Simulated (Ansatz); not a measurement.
Geometry optimisation of Cd₄.

```yaml
crystal:
  periodic: [false, false, false]
  atoms:
    - {symbol: Cd, position_ang: [-0.292175, 1.147048, -1.788987]}
    - {symbol: Cd, position_ang: [2.040001, 0.178593, 0.639071]}
    - {symbol: Cd, position_ang: [-0.448938, -2.060855, -0.390794]}
    - {symbol: Cd, position_ang: [-1.298878, 0.735213, 1.540710]}
basis:
  gaussian: {orbitals: def2-SVP}
magnetization: {spin_polarized: true, initial_magnetization: 2}
hamiltonian: {xc: {name: B3LYP}}
scf: {lower_state_search: "off"}
output: {orbitals: {seedname: orbitals}}
relax: {f_tol: 0.02, max_steps: 100}
```

```sh
$ ansatz run in.yaml --threads 4 --pin off --events-out ev --progress --plain --max-ram 3916MiB
```

Shortened log:

```
Functional definition: B3LYP
mean field -18261.75003083 eV, -671.1069353744 hartree, gradient 2.8e-6 eV, S^2 2.003120; 0 other end points of the search recorded, 0 dependent functions left out
relax step   1: F+E_penalty+E_count = -18261.75003083 eV  Δ(F+E_penalty+E_count) = +0.000e0 eV  max|allowed force component| = 6.287e-1 eV/Å  Δτ_max = 0.0000 Å  (77 SCF iters, accepted)
mean field -18261.90809741 eV, -671.1127442138 hartree, gradient 6.4e-6 eV, S^2 2.004133; 0 other end points of the search recorded, 0 dependent functions left out
relax step   2: F+E_penalty+E_count = -18261.90809741 eV  Δ(F+E_penalty+E_count) = -1.581e-1 eV  max|allowed force component| = 6.184e-1 eV/Å  Δτ_max = 0.1244 Å  (32 SCF iters, accepted)
mean field -18262.10862008 eV, -671.1201132862 hartree, gradient 3.1e-6 eV, S^2 2.006895; 0 other end points of the search recorded, 0 dependent functions left out
relax step   3: F+E_penalty+E_count = -18262.10862008 eV  Δ(F+E_penalty+E_count) = -2.005e-1 eV  max|allowed force component| = 2.696e-1 eV/Å  Δτ_max = 0.1954 Å  (34 SCF iters, accepted)
mean field -18262.13279249 eV, -671.1210016058 hartree, gradient 1.5e-6 eV, S^2 2.007598; 0 other end points of the search recorded, 0 dependent functions left out
relax step   4: F+E_penalty+E_count = -18262.13279249 eV  Δ(F+E_penalty+E_count) = -2.417e-2 eV  max|allowed force component| = 8.836e-2 eV/Å  Δτ_max = 0.0958 Å  (37 SCF iters, accepted)
mean field -18262.23385447 eV, -671.1247155652 hartree, gradient 2.1e-6 eV, S^2 2.010601; 0 other end points of the search recorded, 0 dependent functions left out
relax step   5: F+E_penalty+E_count = -18262.23385447 eV  Δ(F+E_penalty+E_count) = -1.011e-1 eV  max|allowed force component| = 2.605e-1 eV/Å  Δτ_max = 0.1822 Å  (41 SCF iters, accepted)
mean field -18262.41901561 eV, -671.1315201116 hartree, gradient 2.1e-6 eV, S^2 2.013053; 0 other end points of the search recorded, 0 dependent functions left out
relax step   6: F+E_penalty+E_count = -18262.41901561 eV  Δ(F+E_penalty+E_count) = -1.852e-1 eV  max|allowed force component| = 2.464e-1 eV/Å  Δτ_max = 0.1939 Å  (39 SCF iters, accepted)
mean field -18262.56248864 eV, -671.1367926482 hartree, gradient 4.0e-6 eV, S^2 2.013024; 0 other end points of the search recorded, 0 dependent functions left out
relax step   7: F+E_penalty+E_count = -18262.56248864 eV  Δ(F+E_penalty+E_count) = -1.435e-1 eV  max|allowed force component| = 1.247e-1 eV/Å  Δτ_max = 0.1950 Å  (38 SCF iters, accepted)
mean field -18262.62644594 eV, -671.1391430356 hartree, gradient 2.3e-6 eV, S^2 2.011846; 0 other end points of the search recorded, 0 dependent functions left out
relax step   8: F+E_penalty+E_count = -18262.62644594 eV  Δ(F+E_penalty+E_count) = -6.396e-2 eV  max|allowed force component| = 1.411e-1 eV/Å  Δτ_max = 0.2000 Å  (39 SCF iters, accepted)
mean field -18262.68354311 eV, -671.1412413177 hartree, gradient 1.4e-6 eV, S^2 2.008505; 0 other end points of the search recorded, 0 dependent functions left out
relax step   9: F+E_penalty+E_count = -18262.68354311 eV  Δ(F+E_penalty+E_count) = -5.710e-2 eV  max|allowed force component| = 1.181e-1 eV/Å  Δτ_max = 0.2000 Å  (59 SCF iters, accepted)
mean field -18262.73375866 eV, -671.1430867051 hartree, gradient 9.8e-6 eV, S^2 2.006697; 0 other end points of the search recorded, 0 dependent functions left out
relax step  10: F+E_penalty+E_count = -18262.73375866 eV  Δ(F+E_penalty+E_count) = -5.022e-2 eV  max|allowed force component| = 1.061e-1 eV/Å  Δτ_max = 0.1944 Å  (47 SCF iters, accepted)
mean field -18262.75247906 eV, -671.1437746671 hartree, gradient 6.1e-6 eV, S^2 2.005739; 0 other end points of the search recorded, 0 dependent functions left out
relax step  11: F+E_penalty+E_count = -18262.75247906 eV  Δ(F+E_penalty+E_count) = -1.872e-2 eV  max|allowed force component| = 1.518e-1 eV/Å  Δτ_max = 0.1944 Å  (56 SCF iters, accepted)
mean field -18262.77210512 eV, -671.1444959116 hartree, gradient 2.5e-6 eV, S^2 2.005752; 0 other end points of the search recorded, 0 dependent functions left out
relax step  12: F+E_penalty+E_count = -18262.77210512 eV  Δ(F+E_penalty+E_count) = -1.963e-2 eV  max|allowed force component| = 3.003e-2 eV/Å  Δτ_max = 0.0751 Å  (39 SCF iters, accepted)
mean field -18262.77302897 eV, -671.1445298625 hartree, gradient 3.3e-6 eV, S^2 2.005813; 0 other end points of the search recorded, 0 dependent functions left out
relax step  13: F+E_penalty+E_count = -18262.77302897 eV  Δ(F+E_penalty+E_count) = -9.239e-4 eV  max|allowed force component| = 1.006e-2 eV/Å  Δτ_max = 0.0262 Å  (37 SCF iters, accepted)
mean field -18262.77345916 eV, -671.1445456716 hartree, gradient 1.6e-6 eV, S^2 2.005919; 0 other end points of the search recorded, 0 dependent functions left out
relax step  14: F+E_penalty+E_count = -18262.77345916 eV  Δ(F+E_penalty+E_count) = -4.302e-4 eV  max|allowed force component| = 1.397e-2 eV/Å  Δτ_max = 0.0276 Å  (35 SCF iters, accepted)
mean field -18262.77385761 eV, -671.1445603145 hartree, gradient 2.3e-6 eV, S^2 2.006133; 0 other end points of the search recorded, 0 dependent functions left out
relax step  15: F+E_penalty+E_count = -18262.77385761 eV  Δ(F+E_penalty+E_count) = -3.985e-4 eV  max|allowed force component| = 1.348e-2 eV/Å  Δτ_max = 0.0476 Å  (34 SCF iters, accepted)
Total energy: -18262.77407276 eV, -671.1445682212 hartree
Atom 0 at    -1.453749     0.696499    -1.634282 Å, force     0.012049    -0.011726     0.006962 eV/Å
Atom 1 at     1.447641    -0.689990     1.634616 Å, force     0.000145    -0.001002    -0.001204 eV/Å
Atom 2 at     0.379607    -1.541044    -0.983938 Å, force    -0.010214     0.013477    -0.002174 eV/Å
Atom 3 at    -0.373489     1.534534     0.983604 Å, force    -0.001980    -0.000749    -0.003584 eV/Å
Dipole moment:    -0.001595    -0.000452    -0.001904 e Å
Checks for a lower state left out: stability, starts, cluster_reference, orbital_swaps, neighbouring_geometries, increment
```

It took 89 s on 4 threads of Arm Neoverse V1 on a shared host, peak host memory 0.67 GiB.

In the def2 sets Cd takes a core potential; there is no spin–orbit coupling. The relaxation made no stability test and no search for a lower SCF solution. At B3LYP/def2-SVP a singlet of charge 0 lies 2.15 eV below the triplet, each at its own geometry. The structure comes from a short search, and lower isomers may exist.
